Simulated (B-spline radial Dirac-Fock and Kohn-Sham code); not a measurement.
## Compton profile of Si⁴⁺

System: the Si⁴⁺ ion, configuration [He] 2s2 2p6, inside a Watson sphere of charge -4 and radius 2.2 Å (a model of the Madelung potential; inside it an electron's potential energy is raised by 26.2 eV).

Input file task.json (cfg lists n, l and occupation; rrms is the nuclear radius in fm):

```json
{"items": [{
  "Z": 14,
  "q": 4,
  "cfg": [[1, 0, 2], [2, 0, 2], [2, 1, 6]],
  "A": 28,
  "rrms": 3.1224,
  "watson": [-4, 2.2],
  "do": ["scatter"],
  "s": [0.0, 0.06, 0.07, 0.08, 0.1, 0.12, 0.15, 0.17, 0.21, 0.25, 0.3, 0.36, 0.43, 0.52, 0.63, 0.75, 0.9, 1.08, 1.3, 1.56, 1.87, 2.25, 2.7],
  "pz": [0, 0.1, 0.14, 0.21, 0.3, 0.43, 0.63, 0.9, 1.3, 1.9, 2.7, 3.9, 5.6, 8.1, 12.0, 17.0, 24.0, 35.0, 51.0, 74.0, 110.0],
  "hv_scatter": [1000, 2000, 8047.8, 17479.3, 20000, 100000, 200000, 500000]
}]}
```

Run with: `python xray_run.py task.json out`

Method: the impulse approximation on Dirac-Fock densities. Computed with an atomic code on a B-spline grid. pz is in atomic units of momentum; subshell profiles are per electron, for a selection of subshells; open shells are spread over both j values by their weights.

```
 pz    J total   J 1s1/2   J 2s1/2   J 2p3/2
0.9      1.424    0.0624     0.216     0.145
1.3      1.291    0.0614     0.168     0.139
1.9      1.042    0.0595     0.101     0.120
2.7     0.7164    0.0559    0.0413    0.0870
3.9     0.3849    0.0492   0.00928    0.0446
5.6     0.1783    0.0387   0.00425    0.0154
8.1    0.07709    0.0247   0.00364   0.00338
 12    0.02759    0.0109   0.00155  0.000432
 17   0.008622   0.00372  0.000435  5.06e-05
 24   0.002070  0.000930  9.04e-05  4.87e-06
 35  0.0003352  0.000154  1.30e-05    < 1e-6
 51  4.581e-05  2.12e-05  1.66e-06    < 1e-6
```

Question: What is the peak value J(0), and which subshell contributes most to it?

Answer: J(0) = 1.554. The 2p3/2 subshell gives the largest part, 38 %.

Mean momentum ⟨p⟩ by subshell (a.u.): 1s1/2 11.5, 2s1/2 3.31, 2p1/2 4.39, 2p3/2 4.38.
